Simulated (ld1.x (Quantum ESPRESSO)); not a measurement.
Before and after: TM potential for caesium

| Property | Result |
| --- | --- |
| Element | caesium |
| Generator | ld1.x (Quantum ESPRESSO) 7.5 |
| Type | norm-conserving Troullier–Martins (Kleinman–Bylander form) |
| Functional | PBE |
| Relativity | fully relativistic |
| Frozen core | [Xe] |
| Valence charge | 1 |
| Reference configuration | 5d0 6s1 6p0 |
| Partial waves | 6s (bound): rc 3.55 bohr; 6p (bound, empty): rc 3.95 bohr; 5d (bound, empty): rc 4.20 bohr |
| Local potential | all-electron potential smoothed inside 3.15 bohr (lloc = -1) |
| Core correction | Bessel-smoothed model core inside 2.30 bohr |

Open shells are filled in proportion to 2j + 1 (rel_dist='average').

All-electron outer shells of the reference configuration (PBE, scalar-relativistic, ld1.x):

```csv
shell,level (eV),outermost node (bohr),outermost maximum (bohr)
5s,-26.73,0.82,1.54
5p,-13.52,0.89,1.79
6s,-2.09,2.11,4.80
6p,-0.74,2.61,6.72
5d,-0.38,1.06,3.51
```

Change: all radii but the core radius scaled by about 1.14 (s 4.04, p 4.50, d 4.78 bohr); local potential all-electron potential smoothed inside 3.58 bohr (lloc = -1).

Cutoffs: the cutoffs (Ry, on a coarse ladder) from which the occupation-weighted sum of valence levels, in a spherical-Bessel basis at the reference potential, stays within 10 and 1 mRy of its value at 400 Ry; they do not see the model core or the augmentation charge, which bear on the density cutoff. Errors are all-electron minus pseudo energies relative to the spin-unpolarised reference configuration.

Problem. What does the change do?

Solution. Both files are so soft that the ladder of cutoffs tells neither apart; the bound ghosts move from p, s to s; the number of tests that count goes from 3 to 4; of the 3 tests that both files solve, the error grows in 1 and shrinks in 0 by more than 15 % and 0.3 meV (median size 2.8 → 3.7 meV).

```tsv
quantity	base	changed
cutoff, loose	6 Ry	6 Ry
cutoff, tight	6 Ry	6 Ry
bound ghosts	s, p3/2	s
tests counted (converged, no solver errors)	3 of 4	4 of 4
error for 5d0 6s0.5 6p0, meV [ΔE 1.47 eV]	-2.8	-3.7
error for 5d1 6s0 6p0, meV [ΔE 1.67 eV]	-4.3	-4.6
error for 5d0.5 6s0.5 6p0, meV [ΔE 0.84 eV]	-1.3	-1.4
```

Base: Tests not counted: 5d0 6s0 6p1 (solver errors, printed error -162 meV). A true bound ghost makes a file unfit for plane-wave use even where its test errors are small: the radial tests pick states by their node count and pass the ghost by.
